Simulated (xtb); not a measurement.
xtb input:

```bash
xtb mol.xyz --gfn 2 --ohess tight --chrg 1 --uhf 0
```
mol.xyz:
```
4

Ce    -0.15521557     0.23538604     0.56447603
F     -1.46401567    -1.14327269    -0.20377324
F      0.05741075     1.65990514    -0.93901888
F      1.63982658    -0.74128773     0.55213981
```

Task: Predict the final energy.

Result: -14.83998 Eh (GFN2-xTB).
